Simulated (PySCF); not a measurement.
Electron correlation in B (boron, neutral)

[He] 2s1 2p2, high-spin 4P determinant (an excited configuration). Computed with PySCF 2.14 in dyall-av3z (15s9p3d2f, 71 functions), with scalar relativity by spin-free X2C-1e. Frozen: 1s2; 3 electrons correlated; the 13 highest virtual orbitals of each spin left out.

| level | correlation energy (mhartree) |
| --- | --- |
| CCSD | -16.42 |
| (T) | -0.11 |
| CCSD(T) | -16.53 |

Diagnostics: T1 = 0.0043, D1 = 0.0066, largest double amplitude 0.034.

Question: Is a single reference adequate?

Answer: Yes: T1 lies below 0.03 and no double amplitude reaches 0.07.
